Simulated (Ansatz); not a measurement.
Consider the formal exchange of groups at a C–C bond: `CC(C)(C)[CH2][Sn]([F])([F])[F]` + CH₄ → `C[CH2][Sn]([F])([F])[F]` + `CC(C)C`.

Isolated molecules relaxed with PBE0-D4/def2-TZVP in Ansatz; ΔE leaves out vibrations. CCSD(T)/CBS is the MP2 limit (def2-TZVPP, def2-QZVPP) plus CCSD(T) − MP2 in def2-TZVPP, frozen cores. This one scheme is used for every species. DFT in def2-TZVPP. B3LYP here is the variant with VWN-RPA as its local correlation; programs differ in this. def2 core potentials past Kr. For Sn outer-core shells are correlated without core-valence functions, which leaves a few kJ/mol of doubt a bond. One conformer a species, not always the lowest.

| level | ΔE (kJ/mol) |
| --- | --- |
| B97M-V | 27.2 |
| B3LYP-D4 | 23.0 |
| r2SCANh-D4 | 25.3 |
| BHLYP-D4 | 22.7 |
| ωB97X-V | 23.5 |
| B2PLYP | 16.6 |
| B3LYP | 5.6 |
| HF/def2-QZVPP | -1.2 |

(1) What does CCSD(T)/CBS give? (An estimate is asked.)

Largest T1 diagnostic among the species: 0.014.

Results:

(1) The calculation gave: +29.0 kJ/mol. The listed levels differ from it by -1.8, -6.0, -3.7, -6.3, -5.5, -12.4, -23.4, -30.2 kJ/mol.

The D4 term adds +17.4 kJ/mol with B3LYP and +10.1 kJ/mol with PBE0; it sums over pairs of atoms, weighted by their polarisabilities, and B3LYP, whose exchange is more repulsive, gets the larger term. Leaving LDA and LC-ωPBE aside and taking each functional with its dispersion term where it has one, the values spread over 10.7 kJ/mol, from B2PLYP to B97M-V. LDA lies +18.9 kJ/mol from PBE without D4. In def2-TZVPP, CCSD(T) changes the Hartree–Fock value by +29.7 kJ/mol (the triples alone add +5.2 kJ/mol) and MP2 by +34.8 kJ/mol.

CCSD(T)/CBS has its own doubt, a few kJ/mol and more with outer-core shells, so smaller differences from it don't rank the levels.
